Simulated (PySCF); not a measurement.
Compound: CH5ClF2Si2.
Atom-mapped SMILES: `[F:1][SiH:2]([F:3])[C@H:4]([SiH3:5])[Cl:6]` (hydrogens: H7 on Si2; H8 on C4; H9, H10, H11 on Si5)

Computed by this run: PBE0-D3(BJ)/def2-SVP geometry optimisation, gas phase (PySCF 2.14.0); density fitting, grid level 1; the optimiser is geomeTRIC in internal coordinates, started from a GFN2-xTB structure with every atom displaced at random (about 0.01 Å).

Step 3: E = -34802.3974 eV
```
atom  x, y, z in Å  |  force x, y, z in eV/Å
F1      1.0611    0.6369   -1.1770    0.005  -0.005   0.008
Si2     1.4680   -0.6462   -0.2820   -0.006   0.038  -0.003
F3      2.5277   -1.4978   -1.1457    0.013  -0.018  -0.014
C4     -0.0860   -1.6316    0.0055   -0.028  -0.010   0.018
Si5    -1.5484   -0.6687    0.7465    0.008  -0.001  -0.004
Cl6     0.3587   -2.9601    1.1480    0.004  -0.008   0.001
H7      2.1203   -0.1929    0.9620   -0.014  -0.001   0.007
H8     -0.4092   -2.1020   -0.9381    0.021   0.010  -0.016
H9     -2.6890   -1.6073    0.9397    0.003  -0.008   0.015
H10    -1.9324    0.4284   -0.1894   -0.005  -0.006  -0.010
H11    -1.1229   -0.0948    2.0553   -0.001   0.007  -0.005
```

Step 4: E = -34802.3982 eV
```
atom  x, y, z in Å  |  force x, y, z in eV/Å
F1      1.0679    0.6403   -1.1723   -0.017   0.034  -0.008
Si2     1.4668   -0.6450   -0.2794    0.017  -0.011   0.008
F3      2.5247   -1.4964   -1.1461    0.017  -0.014   0.001
C4     -0.0871   -1.6317    0.0027   -0.040  -0.012   0.015
Si5    -1.5491   -0.6697    0.7454    0.021   0.007   0.001
Cl6     0.3577   -2.9628    1.1425    0.005  -0.002  -0.003
H7      2.1144   -0.1984    0.9692   -0.004   0.002   0.004
H8     -0.4065   -2.0992   -0.9436    0.013   0.005  -0.009
H9     -2.6868   -1.6075    0.9570    0.002  -0.011   0.005
H10    -1.9386    0.4196   -0.1976   -0.011  -0.007  -0.005
H11    -1.1155   -0.0852    2.0471   -0.003   0.010  -0.007
```

Step 5: E = -34802.3994 eV
```
atom  x, y, z in Å  |  force x, y, z in eV/Å
F1      1.0800    0.6504   -1.1562   -0.039   0.066  -0.025
Si2     1.4657   -0.6444   -0.2738    0.038  -0.077   0.024
F3      2.5216   -1.4941   -1.1461    0.010   0.005   0.021
C4     -0.0907   -1.6321   -0.0041   -0.027  -0.006  -0.005
Si5    -1.5496   -0.6702    0.7427    0.023   0.014   0.005
Cl6     0.3552   -2.9693    1.1282    0.004   0.003  -0.004
H7      2.1046   -0.2144    0.9850    0.012   0.006  -0.003
H8     -0.4033   -2.0929   -0.9561   -0.003  -0.001   0.004
H9     -2.6770   -1.6101    0.9959    0.001  -0.012  -0.010
H10    -1.9589    0.3979   -0.2164   -0.016  -0.009   0.002
H11    -1.0997   -0.0567    2.0257   -0.004   0.010  -0.009
```

Step 6: E = -34802.4005 eV
```
atom  x, y, z in Å  |  force x, y, z in eV/Å
F1      1.0892    0.6628   -1.1314   -0.043   0.065  -0.027
Si2     1.4659   -0.6462   -0.2664    0.037  -0.099   0.028
F3      2.5206   -1.4900   -1.1468   -0.002   0.022   0.027
C4     -0.0948   -1.6328   -0.0120    0.005   0.005  -0.020
Si5    -1.5495   -0.6692    0.7390    0.011   0.016   0.005
Cl6     0.3511   -2.9772    1.1117    0.001   0.004   0.000
H7      2.0996   -0.2361    1.0016    0.020   0.006  -0.008
H8     -0.4026   -2.0859   -0.9692   -0.015  -0.006   0.013
H9     -2.6617   -1.6136    1.0386    0.001  -0.010  -0.016
H10    -1.9870    0.3710   -0.2382   -0.014  -0.009   0.005
H11    -1.0828   -0.0188    1.9978   -0.002   0.006  -0.007
```

**Question.** Estimate the geometry and energy of step 7. (The exact step hangs on the optimiser's Hessian estimate; all steps are aligned on step 6, rigid shifts and turns removed.)

**Answer.** E = -34802.4017 eV, largest force 0.072 eV/Å
```
atom  x, y, z in Å  |  force x, y, z in eV/Å
F1      1.0920    0.6768   -1.0967   -0.028   0.035  -0.016
Si2     1.4675   -0.6504   -0.2571    0.016  -0.068   0.016
F3      2.5208   -1.4818   -1.1510   -0.012   0.027   0.017
C4     -0.0983   -1.6343   -0.0194    0.038   0.012  -0.019
Si5    -1.5485   -0.6664    0.7338   -0.005   0.011   0.002
Cl6     0.3449   -2.9865    1.0961   -0.005   0.003   0.004
H7      2.1023   -0.2637    1.0178    0.019   0.001  -0.008
H8     -0.4044   -2.0795   -0.9808   -0.017  -0.011   0.015
H9     -2.6417   -1.6168    1.0811    0.001  -0.005  -0.014
H10    -2.0198    0.3399   -0.2627   -0.006  -0.005   0.005
H11    -1.0668    0.0268    1.9639    0.000  -0.001  -0.002
```

The energy changes by -0.0012 eV. The first-order estimate −F·Δx gives -0.0008 eV and the mean of the old and new forces, exact on a quadratic surface, -0.0003 eV. The step makes an angle of 87° with the force vector and moves no atom by more than 0.059 Å.

The cost below is that of the whole optimisation. Time: 81 s of wall time; peak memory 0.52 GiB. Hardware: an Arm Neoverse V2 with one thread, on a shared host.
